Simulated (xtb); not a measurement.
Y(OH)3 (H₃O₃Y), SMILES [OH][Y]([OH])[OH]. All values are semi-empirical tight-binding results from xtb (GFN2-xTB unless named), good for trends rather than for accurate numbers. The structure is a stationary point at GFN2-xTB. One conformer was computed; it need not be the lowest.

For metal compounds this method's bond lengths and energies can be far off.

**Question.** Estimate the properties. (Estimate from the structure and the level; the computed values follow.)

**Answer.** 
* **point group as xtb finds it**: C3
* **orbital gap**: 2.22 eV
* **zero-point energy**: 20.7 kcal/mol
* **G − E(el) at 298.15 K (modified RRHO)**: 1.0 kcal/mol
